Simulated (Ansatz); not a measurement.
```
atom   x (Å)   y (Å)   z (Å)
  Ca  0.0000  0.0000  0.0000
   F  0.0000  0.0000  5.1220
```

Basis set: def2-SVP (spherical functions). Charge 0, multiplicity 2.

Computed with Ansatz (development build ahead of 0.2.0); each method stands on the lowest determinant of its kind that the runs found.

The atomization energy at this shape (free ground-state atoms in the same class of orbitals less the molecule, no zero-point energy) of doublet CaF:

| method | atomization energy |
| --- | --- |
| UHF | 0.00 eV |

**Question.** What does PBE0 (unrestricted) give?

**Answer.** 0.46 eV. Caution: the shape is not the minimum. Caution for PBE0 (unrestricted): charge can spread falsely over distant fragments.
